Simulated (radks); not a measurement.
Problem. The mean radii <r> (bohr) of the occupied orbitals of an atom or ion are listed with their occupations. Method: Dirac Kohn-Sham, Slater X-alpha with alpha = 0.732, spin-unpolarised, spherical densities, finite nucleus; Fermi nuclear charge, rms radius of each element as measured or else 0.836 A^(1/3) + 0.57 fm; computed with a radial shooting solver on a logarithmic mesh with Libxc functionals.

| orbital | occ. | <r> |
|---|---|---|
| 1s1/2 | 2 | 0.03611 |
| 2s1/2 | 2 | 0.1577 |
| 2p1/2 | 2 | 0.1345 |
| 2p3/2 | 4 | 0.1390 |
| 3s1/2 | 2 | 0.4428 |
| 3p1/2 | 2 | 0.4378 |
| 3p3/2 | 4 | 0.4483 |
| 3d3/2 | 4 | 0.4291 |
| 3d5/2 | 6 | 0.4326 |
| 4s1/2 | 2 | 1.131 |
| 4p1/2 | 2 | 1.227 |
| 4p3/2 | 4 | 1.254 |
| 4d3/2 | 0.4 | 1.590 |
| 4d5/2 | 0.6 | 1.599 |

Name the element and its charge. Open shells, if any, are shared by 2j + 1.

Solution. Z = 41, niobium, charge +4: Nb4+ in [Kr] 4d1. The 1s radius gives Z: for a bare nucleus <r> = (2 gamma + 1)/(2Z) with gamma = sqrt(1 - (Z/c)^2), 0.03547 bohr for Z = 41, and screening makes it slightly larger (0.03611 here). The occupations add up to 37, and the charge is Z minus that.
